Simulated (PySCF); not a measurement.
An excited-state job on `O[SiH2]OCOC(F)(F)F`.

Method: TDDFT PBE0/def2-SVPD, vertical, gas phase, core orbitals frozen in the response (PySCF 2.14.0, density-fitted response routines). Geometry: GFN2-xTB. A driver script takes a list of jobs; this job's settings line and coordinates (Å) are shown.

Command:
```bash
OMP_NUM_THREADS=1 python probes_run.py task.json out
```

Input:
```
{"job": {"kind": "uv", "xc": "PBE0", "basis": "def2-SVPD", "nstates": 6, "ntriplets": 2}, "charge": 0, "multiplicity": 1}
O     -1.580098    -0.708171     1.146045
Si    -1.829429     0.586389     0.208134
O     -0.396130     1.036143    -0.444103
C      0.470263     0.298902    -1.177993
O      0.983305    -0.838056    -0.473284
C      1.794257    -0.586058     0.538319
F      2.276125    -1.735426     1.004897
F      2.860345     0.163992     0.190618
F      1.246064     0.048355     1.578076
H     -2.245735    -1.087239     1.711278
H     -2.763149     0.230408    -0.859690
H     -2.121146     1.804047     0.938869
H      1.307593     0.939966    -1.485716
H     -0.002943    -0.153725    -2.057540
```

Question: What does the run print?

Answer: 
```
coarse grid: 13416 points
cycle   1  E = -892.3419054817  dE =  1.655e+00  |g| = 1.267e+00  |ddm| = 5.292e+00
cycle   2  E = -892.0224832692  dE =  3.194e-01  |g| = 1.860e+00  |ddm| = 3.428e+00
cycle   3  E = -892.6244459250  dE = -6.020e-01  |g| = 1.149e-01  |ddm| = 2.063e+00
cycle   4  E = -892.6261576164  dE = -1.712e-03  |g| = 7.085e-02  |ddm| = 2.193e-01
cycle   5  E = -892.6270348155  dE = -8.772e-04  |g| = 8.241e-03  |ddm| = 6.684e-02
cycle   6  E = -892.6270461158  dE = -1.130e-05  |g| = 2.482e-03  |ddm| = 1.288e-02
cycle   7  E = -892.6270472722  dE = -1.156e-06  |g| = 7.999e-04  |ddm| = 3.232e-03
final grid: 129640 points
cycle   8  E = -892.7582856640  dE = -3.805e-05  |g| = 1.089e-02  |ddm| = 8.710e-02
cycle   9  E = -892.7582669391  dE =  1.872e-05  |g| = 1.505e-02  |ddm| = 2.852e-02
cycle  10  E = -892.7583065747  dE = -3.964e-05  |g| = 7.338e-04  |ddm| = 1.693e-02
cycle  11  E = -892.7583066758  dE = -1.011e-07  |g| = 2.551e-04  |ddm| = 9.795e-04
cycle  12  E = -892.7583066865  dE = -1.073e-08  |g| = 7.006e-05  |ddm| = 2.694e-04
cycle  13  E = -892.7583066874  dE = -8.674e-10  |g| = 2.177e-05  |ddm| = 9.168e-05
converged SCF energy = -892.7583066874

Static polarisability (au): isotropic 62.961, principal 57.266 62.320 69.296

Singlet excitations
state   eV       nm        f      main configurations
  1   7.4618    166.2   0.00639   H->L 0.90
  2   7.8269    158.4   0.02445   H->L+1 0.91
  3   8.2738    149.9   0.01557   H-1->L 0.85
  4   8.4922    146.0   0.01363   H-1->L+1 0.52, H->L+2 0.40
  5   8.5557    144.9   0.02477   H->L+2 0.50, H-1->L+1 0.39
  6   8.8917    139.4   0.02560   H-3->L 0.54, H-4->L 0.17, H-2->L 0.16

Triplet excitations (Tamm-Dancoff, eV): 7.0795 7.4043
```

The SCF starts on a coarse grid where the log names one; the energy can jump when the final grid takes over, and dE then counts from the start density on the new grid. H and L stand for HOMO and LUMO; the number after each pair is its weight.

Question: Give the mean polarisability as a volume in Å³, and the ratio of the largest to the smallest principal value.

Answer: 62.961 au × 0.148185 = 9.33 Å³; 69.296/57.266 = 1.21.

Question: How does the lowest singlet excitation compare with the HOMO–LUMO gap?

Answer: HOMO -8.82 eV and LUMO 0.03 eV give a gap of 8.85 eV; S1 at 7.46 eV lies 1.39 eV below it.

Summary of the converged run: HOMO -8.82 eV, LUMO 0.03 eV; lowest singlet 7.46 eV; lowest triplet 7.08 eV (Tamm–Dancoff); mean polarisability 63.0 au.

Question: How long does this job take on an Arm Neoverse N1 with one thread, shared host with 64 logical CPUs at a one-minute load of 61? And the peak memory of the process?

Answer: About 1.7 min, with 0.93 GiB resident at the peak, the Python interpreter and its libraries included.

One conformer stands for the species.
Labels such as C1 count atoms from 1, the log's own numbers from 0.
